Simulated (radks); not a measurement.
Values are calculated unless marked as measured or tabulated.
Question: Dy II, 65 electrons, occupied as [Xe] 4f10 6s1. Code: a radial shooting solver on a logarithmic mesh with Libxc functionals. Model: scalar-relativistic Kohn-Sham, LDA (Slater exchange, Perdew-Wang correlation), spin-unpolarised, spherical densities, point nucleus. Some entries of the table are withheld. Estimate them.

orbital  occ.  eigenvalue (eV)  <1/r> (bohr^-1)
1s          2        -53619.93            74.52
2s          2        -8935.488            17.32
2p          6        -7932.248            16.09
3s          2        -1993.425            6.369
3p          6              (1)            5.972
3d         10        -1288.725            5.667
4s          2        -398.9163            2.690
4p          6        -297.4886              (2)
4d         10        -159.3720            2.174
5s          2         -55.6497            1.020
5p          6         -32.0361           0.8464
4f         10          -9.8355            1.555
6s          1          -9.1131           0.3422

Answer: 
(1) 3p eigenvalue (eV): -1685.474
(2) 4p <1/r> (bohr^-1): 2.466
